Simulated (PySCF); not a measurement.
## Telling isomers of C$_{7}$H$_{10}$F$_{2}$O$_{2}$ apart by NMR

- structure optimised with GFN2-xTB
- shieldings: GIAO PBE0/pcSseg-1
- code: PySCF 2.14.0 with density-fitted response routines
- no solvent, fast rotation and ring inversion assumed for equivalent nuclei, non-relativistic, one conformer

References, each an isolated molecule treated in the same way: TMS for ¹H and ¹³C. Splittings of carbon signals by F and P are missing where no couplings were computed. Where no couplings were computed, multiplicities follow the n + 1 count of equivalent neighbours, and m marks all less simple cases (inequivalent or close neighbours, rings, F or P nearby). Shifts are as computed. Against solution values, carbons near 30 ppm lie about +3 ppm off and those near 130 ppm about +5 ppm. Of 1211 compounds with measured shifts, 218 miss one by over three times the rms of a fit or turn the order of signals round; such compounds aren't used in these exercises.

(1) Tabulate the signals of `C[C@@H]1COC[C@H](C(F)F)C1=O`, `C[C@@H]1CC(=O)OC[C@H]1C(F)F` and their relative energies.

(2) What is the quickest way to tell C[C@@H]1COC[C@H](C(F)F)C1=O from C[C@@H]1CC(=O)OC[C@H]1C(F)F?

Answers

(1) 
```json
{"SMILES": "C[C@@H]1COC[C@H](C(F)F)C1=O", "carbon types": "1×C 3×CH 2×CH2 1×CH3", "δC": "212.4, 120.5, 79.1, 71.0, 58.2, 49.7, 11.2", "δH": "6.84 (m, 1H), 4.76 (m, 1H), 4.39 (m, 1H), 4.00 (m, 1H), 3.30 (m, 1H), 2.78 (m, 1H), 2.46 (m, 1H), 0.97 (d, 3H)", "E rel. (kcal/mol)": "14.2"}
{"SMILES": "C[C@@H]1CC(=O)OC[C@H]1C(F)F", "carbon types": "1×C 3×CH 2×CH2 1×CH3", "δC": "174.6, 122.2, 65.0, 50.8, 38.4, 29.6, 24.5", "δH": "6.20 (m, 1H), 4.70 (m, 1H), 4.35 (m, 1H), 2.66 (m, 1H), 2.12 (m, 1H), 2.08 (m, 1H), 1.63 (m, 1H), 1.11 (d, 3H)", "E rel. (kcal/mol)": "0.0"}
```

Energies are electronic energies at PBE0/pcSseg-1 on these geometries, without zero-point or thermal terms, each for the one conformer computed, which needn't be the lowest.

(2) Both give the same number of carbon signals, with the same numbers of each carbon type, so the positions decide. The first has a ketone carbonyl carbon (C) at 212.4 ppm, the second an ester carbonyl carbon (C) at 174.6 ppm. In the proton spectra the most deshielded non-exchanging signals are 6.84 (m, 1H) and 6.20 (m, 1H).
